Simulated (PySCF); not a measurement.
C₂H₅O, SMILES C([CH2])O, multiplicity 2.

The structure is a stationary point at B3LYP-D3(BJ)/def2-TZVP. The isomer is the one that the SMILES or the coordinates give; other isomers of the formula were not compared. One conformer was computed; it need not be the lowest.

Level of theory: TDA-CAM-B3LYP/def2-SVPD run with PySCF.

Vertical excitations. Gas-phase values at a fixed geometry.

```
state    energy (eV)  λ (nm)      f                                                                       main pairs
-------  -----------  ------  -----  -------------------------------------------------------------------------------
root 1          4.88     254  0.006                                                                 β HOMO→LUMO 94 %
root 2          5.83     213  0.030                                                                 α HOMO→LUMO 89 %
root 3          6.05     205  0.003                                                               β HOMO−1→LUMO 86 %
root 4          6.63     187  0.004                       α HOMO→LUMO+1 56 %, α HOMO→LUMO+2 16 %, β HOMO−2→LUMO 10 %
root 5          6.81     182  0.008                                           α HOMO→LUMO+1 12 %, β HOMO−2→LUMO 70 %
root 6          6.88     180  0.015                                           α HOMO→LUMO+2 77 %, α HOMO→LUMO+1 15 %
root 7          7.28     170  0.002  α HOMO−1→LUMO 26 %, α HOMO−1→LUMO+1 7 %, β HOMO→LUMO+1 39 %, β HOMO→LUMO+2 12 %
root 8          7.54     164  0.014                                           α HOMO→LUMO+3 68 %, α HOMO→LUMO+4 20 %
root 9          7.58     164  0.003  α HOMO−1→LUMO 45 %, α HOMO−1→LUMO+1 10 %, β HOMO→LUMO+1 31 %, β HOMO→LUMO+2 7 %
root 10         7.98     155  0.019                       α HOMO→LUMO+4 54 %, α HOMO→LUMO+5 15 %, α HOMO→LUMO+3 14 %
```
Unrestricted roots are not spin-pure.
